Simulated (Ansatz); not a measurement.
Task: Predict a relaxed structure of [ZnF4]2- (ZnF4²⁻), charge -2, singlet, at PBE0-D4/def2-SVPD (Ansatz).

Result: 
```xyz
5

Zn    0.0000    0.0000    0.0000
F     1.2701   -1.1288   -0.9672
F    -1.2652    0.7890   -1.2648
F     0.9679    1.4234    0.9273
F    -0.9728   -1.0837    1.3047
```
Point group Td (tolerance 0.1 Å). The metal has 4 neighbours: F 1.96 Å, F 1.96 Å, F 1.96 Å, F 1.96 Å. This is one stationary point.

A multiply charged anion in the gas phase is held together partly by the finite basis. The highest occupied level of the charge -2 singlet lies above zero (up to 0.78 eV). By energy differences its removal costs 2.53 eV (vertical, to the charge -1 doublet, at CCSD(T)/def2-SVPD).
